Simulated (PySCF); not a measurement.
## Debugging a PySCF script (SnP⁻)

```python
from pyscf import gto, scf

mol = gto.M(
    atom='Sn 0 0 0; P 0 0 2.264',
    basis='lanl2dz',
    ecp={'Sn': 'lanl2dz', 'P': 'lanl2dz'},
    charge=-1,
    spin=0,
    verbose=3,
)
mf = scf.RHF(mol)
mf.level_shift = 5.0
mf.kernel()
mf.mulliken_pop()
mf.dip_moment()
print('orbital energies (hartree):', mf.mo_energy[..., max(0, mol.nelec[1]-3):mol.nelec[0]+3].round(4))
```

```bash
$ python input.py
```

The log, shortened:

```
SCF not converged.
SCF energy = -9.57637580927473
 ** Mulliken pop  **
pop of  0 Sn 5s           0.45058
pop of  0 Sn 6s           1.37554
pop of  0 Sn 5px          0.28150
pop of  0 Sn 5py          0.28150
pop of  0 Sn 5pz          0.64010
pop of  0 Sn 6px          0.43295
pop of  0 Sn 6py          0.43295
pop of  0 Sn 6pz          0.31995
pop of  1 P 3s            0.90004
pop of  1 P 4s            0.96443
pop of  1 P 3px           0.44842
pop of  1 P 3py           0.44842
pop of  1 P 3pz           0.62311
pop of  1 P 4px           0.83713
pop of  1 P 4py           0.83713
pop of  1 P 4pz           0.72626
 ** Mulliken atomic charges  **
charge of    0Sn =     -0.21506
charge of    1P =     -0.78494

WARN: System has nonzero charge -1; the dipole moment is origin-dependent.
Location of origin: [0. 0. 0.]

Dipole moment(X, Y, Z, Debye): -0.00000,  0.00000, -7.93476
orbital energies (hartree): [-0.0922 -0.0773 -0.0773  5.2221  5.2221  5.3212]
```

Which setting is at fault, why, and what does a mended input give?

The level shift (hartree) (5): a shift this large makes the steps tiny. With this edit
```diff
- mf.level_shift = 5.0
```
the run finishes: E(SCF) = -9.577189 Eh.

The basis has no diffuse functions, which an anion needs. Stability towards an unrestricted solution was not tested. The bond length is a typed value, not an optimised one. The dipole of an ion depends on the origin.
